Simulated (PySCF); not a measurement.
## Excited states of Li⁺ (lithium, charge +1)

Ground state 1s2, ¹S. Computed with PySCF 2.14 in aug-cc-pCVTZ with one added diffuse shell each of s, p, d, f type (8s7p5d3f, 75 functions), with no relativity, point nucleus. Vertical excitation energies in eV without spin-orbit coupling; excited terms of each kind are numbered among those the solver found. Frozen: nothing.

| term | leading excitation | EOM-EE-CCSD | measured centre of gravity (NIST) |
| --- | --- | --- | --- |
| 1 3S | 1s → s | 59.105 | 59.021 (1s2s) |
| 1 1S | 1s → s | 60.930 | 69.280 (1s3s) |
| 1 3P° | 1s → p | 61.413 | 61.281 (1s2p) |
| 1 1P° | 1s → p | 62.263 | 62.216 (1s2p) |
| 2 3S | 1s → s | 68.809 | n/a |
| 2 1S | 1s → s | 69.255 | n/a |
| 2 3P° | 1s → p | 69.358 | n/a |
| 1 3D | 1s → d | 69.536 | n/a |
| 1 1D | 1s → d | 69.538 | n/a |
| 2 1P° | 1s → p | 69.617 | n/a |
| 2 3D | 1s → d | 72.211 | n/a |
| 2 1D | 1s → d | 72.213 | n/a |
| 1 3F° | 1s → f | 72.397 | n/a |
| 1 1F° | 1s → f | 72.397 | n/a |

Only the lower part of the computed list is shown. Doubly excited terms such as np² are absent. The solver can miss terms. Rydberg members are limited by the diffuse functions of the basis.
